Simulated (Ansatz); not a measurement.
A further run on Al(NH3)F3 (AlNF₃H₃).

```yaml
crystal:
  periodic: [false, false, false]
  atoms:
    - {symbol: Al, position_ang: [-0.002432, 0.003691, -1.027695]}
    - {symbol: N, position_ang: [0.002293, -0.003496, 0.977321]}
    - {symbol: H, position_ang: [-0.680937, 0.662471, 1.346512]}
    - {symbol: H, position_ang: [0.923089, 0.253995, 1.341260]}
    - {symbol: H, position_ang: [-0.232688, -0.930891, 1.339727]}
    - {symbol: F, position_ang: [1.595651, 0.381218, -1.328069]}
    - {symbol: F, position_ang: [-1.128547, 1.201072, -1.318842]}
    - {symbol: F, position_ang: [-0.476439, -1.568061, -1.330225]}
basis:
  gaussian: {orbitals: cc-pVDZ, fitting: {mean_field: cc-pVTZ-jkfit}}
hamiltonian: {xc: {name: wPBEh}}
output: {forces: true}
```

```sh
$ ansatz run in.yaml --threads 4 --pin off --events-out ev --progress --plain --max-ram 3916MiB
```

Shortened log:

```
Functional definition: wPBEh
527 factors; integrals over basis functions are off by at most 1.6e-1 eV
527 factors; integrals over basis functions are off by at most 1.8e-7 eV
mean field evaluation 1: about -16275.0773 eV, gradient 6.9e1 eV
mean field evaluation 2: about -16267.1256 eV, gradient 9.9e1 eV
mean field evaluation 4: about -16282.7027 eV, gradient 2.4e0 eV
mean field evaluation 8: about -16282.7140 eV, gradient 2.4e-2 eV
mean field -16282.71397228 eV, -598.3787016614 hartree, gradient 2.7e-5 eV, S^2 0.000000; 0 other end points of the search recorded, 0 dependent functions left out
reference -16282.71401774 eV, -598.3787033319 hartree; 25, 25 occupied and 64, 64 virtual orbitals, 527 factors
Total energy: -16282.71401774 eV, -598.3787033319 hartree
Atom 0 at    -0.002432     0.003691    -1.027695 Å, force     0.000430    -0.000670     0.185846 eV/Å
Atom 1 at     0.002293    -0.003496     0.977321 Å, force     0.000337    -0.000489     0.166617 eV/Å
Atom 2 at    -0.680937     0.662471     1.346512 Å, force     0.035655    -0.033180     0.014071 eV/Å
Atom 3 at     0.923089     0.253995     1.341260 Å, force    -0.046480    -0.014356     0.014211 eV/Å
Atom 4 at    -0.232688    -0.930891     1.339727 Å, force     0.010900     0.047325     0.014395 eV/Å
Atom 5 at     1.595651     0.381218    -1.328069 Å, force     0.720418     0.170953    -0.132798 eV/Å
Atom 6 at    -1.128547     1.201072    -1.318842 Å, force    -0.508127     0.539325    -0.128563 eV/Å
Atom 7 at    -0.476439    -1.568061    -1.330225 Å, force    -0.213131    -0.708909    -0.133779 eV/Å
Dipole moment:     0.003100    -0.004745     1.330926 e Å
```

It took 2.4 s on 4 threads of Intel Xeon on a shared host.
